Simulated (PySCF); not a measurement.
# Nuclear quadrupole coupling in `O[Si@@H]1C[C@H](F)C[C@@H]1[SiH3]`

C₄H₁₁FOSi₂.
Z-matrix (Å and degrees, GFN2-xTB geometry), rows numbered from 1:
```
O 
Si  1  1.6242
C   2  1.9089  1  114.67
C   3  1.5220  2  104.25  1  -104.98
F   4  1.3917  3  108.59  2    80.20
C   4  1.5238  3  109.00  2   -38.29
C   6  1.5375  4  109.21  3    48.58
Si  7  1.9080  2  114.51  1     5.27
H   1  0.9548  2  121.03  3    55.11
H   2  1.4561  1  101.45  3   123.69
H   3  1.0883  2  114.61  1    15.29
H   3  1.0875  2  111.97  1   137.76
H   4  1.0977  3  113.16  2  -163.65
H   6  1.0918  4  109.95  3   172.05
H   6  1.0926  4  107.08  3   -70.79
H   7  1.0923  2  110.39  1  -114.57
H   8  1.4657  7  108.03  2   -69.49
H   8  1.4629  7  112.69  2    51.09
H   8  1.4675  7  108.15  2   171.83
```

Field gradients from the PBE0/pcSseg-1 density (PySCF, non-relativistic), principal values in atomic units, ordered |Vxx| ≤ |Vyy| ≤ |Vzz|:

```tsv
atom	Vxx	Vyy	Vzz
O1	-0.4034	-1.0708	1.4742
```

Task: Find the asymmetry η = (Vxx − Vyy)/Vzz and the couplings χ = eQV/h (234.96 MHz × Q in barn × V in au), with Q(17O) = −0.0256 b.

Result: 
```csv
atom,environment,nucleus,η,χzz (MHz),χxx (MHz),χyy (MHz)
O1,silanol oxygen,17O,0.45,-8.87,2.43,6.44
```

Task: What is Vzz at O1 in SI units (1 au = 9.71736 × 10²¹ V/m²)?

Result: 1.4742 au = 14.325 × 10²¹ V/m².

Were the hydrogens deuterons (Q(2H) = 0.00286 b), χzz would run from 108 kHz (H19 and H17) to 340 kHz (H9).

One conformer (not necessarily the lowest) at the GFN2-xTB geometry, without solvent, vibrations or thermal averaging. GFN2-xTB bond lengths can be off by several hundredths of an ångström, more for odd bonds, and the gradients follow them. With so small a basis the couplings can be 20 % off.
